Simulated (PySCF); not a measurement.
**CeC: from constants to spectrum**

PW91 constants of CeC, triplet, about 1.4 electrons in the 4f shell (Mulliken), real f orbitals that mix terms (basis Ce x2c-SVPall, C x2c-SVPall; spin-free X2C with a Gaussian nucleus; PySCF 2.14; masses 139.9054 and 12.0000 u):

```
ωe              : 796.1 cm⁻¹
ωexe            : 2.55 cm⁻¹
Be              : 0.43207 cm⁻¹
αe              : 0.00229 cm⁻¹
D (centrifugal) : 5.09e-07 cm⁻¹
```

(1) Give the vibrational terms G(v) and spacings up to v = 6.

These are scalar-relativistic numbers at best; spin–orbit coupling would shift them, the dissociation energy most. Counting both spins, an empty level lies below a filled one in this solution, because spin and occupation are held. The state is the lowest single determinant that the PBE0 search found; with open d or f shells the true ground state can be another one.

Results:

(1) G(v) = ωe(v+½) − ωexe(v+½)².

```json
{"v": "0", "G(v) (cm⁻¹)": "397", "G(v) − G(v−1)": "", "Bv (cm⁻¹)": "0.4309"}
{"v": "1", "G(v) (cm⁻¹)": "1188", "G(v) − G(v−1)": "791", "Bv (cm⁻¹)": "0.4286"}
{"v": "2", "G(v) (cm⁻¹)": "1974", "G(v) − G(v−1)": "786", "Bv (cm⁻¹)": "0.4263"}
{"v": "3", "G(v) (cm⁻¹)": "2755", "G(v) − G(v−1)": "781", "Bv (cm⁻¹)": "0.4241"}
{"v": "4", "G(v) (cm⁻¹)": "3531", "G(v) − G(v−1)": "776", "Bv (cm⁻¹)": "0.4218"}
{"v": "5", "G(v) (cm⁻¹)": "4301", "G(v) − G(v−1)": "771", "Bv (cm⁻¹)": "0.4195"}
{"v": "6", "G(v) (cm⁻¹)": "5067", "G(v) − G(v−1)": "766", "Bv (cm⁻¹)": "0.4172"}
```
